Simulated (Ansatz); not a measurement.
`CO[Si](F)(F)C#N` → `F[Si]F` + `COC#N` at 600 K and 1 bar (silylene formation by 1,1-elimination).

Gas-phase electronic energies from Ansatz, PBE0-D4/def2-TZVP geometries. CCSD(T)/CBS adds triple-zeta CCSD(T) − MP2 to the extrapolated MP2 energy (def2 sets, frozen cores). This one scheme is used for every species. One conformer a species, not always the lowest.

```json
{"species": "`CO[Si](F)(F)C#N`", "CCSD(T)/CBS energy (Eh)": "-696.62572", "H − E (kJ/mol)": "220.5", "S (J/(mol·K))": "486.0"}
{"species": "`F[Si]F`", "CCSD(T)/CBS energy (Eh)": "-488.75686", "H − E (kJ/mol)": "38.5", "S (J/(mol·K))": "291.1"}
{"species": "`COC#N`", "CCSD(T)/CBS energy (Eh)": "-207.72673", "H − E (kJ/mol)": "171.5", "S (J/(mol·K))": "336.0"}
```

H − E and S are ideal-gas, rigid-rotor, harmonic terms from PBE0-D4/def2-TZVP, for one conformer and one mirror image of each species. 1 Eh = 2625.50 kJ/mol, R = 8.31446 J/(mol·K).

Task: By hand: ΔE, ΔH, ΔS and ΔG.

Result: ΔE = (-488.75686) + (-207.72673) − (-696.62572) = 0.14213 Eh = 373.2 kJ/mol. Δ(H − E) = 38.5 + 171.5 − 220.5 = -10.5, so ΔH = 362.7 kJ/mol. ΔS = 291.1 + 336.0 − 486.0 = 141.1 J/(mol·K). ΔG = 362.7 − 600 × (141.1)/1000 = 278.0 kJ/mol.

Task: By hand: the equilibrium constant, and the temperature at which ΔG would vanish if ΔH and ΔS stayed fixed.

Result: log₁₀ K = −ΔG/(RT ln 10) = -24.2. ΔG = 0 at ΔH/ΔS = 2571 K, far beyond where these terms or the molecules hold.

The number of gas molecules changes by +1, which sets the sign of ΔS. A doubt of 5 kJ/mol in ΔE shifts log₁₀ K by 0.4 here. Other conformers and mirror images would add mixing entropy, several J/(mol·K) or more a flexible species. Modes under 60 cm⁻¹, often nearly free rotors, make the harmonic entropy too high. These are equilibria of isolated gas molecules and say nothing of rates. Largest T1 diagnostic: 0.015 (customary marks: 0.02 for closed shells, 0.045 for open ones).
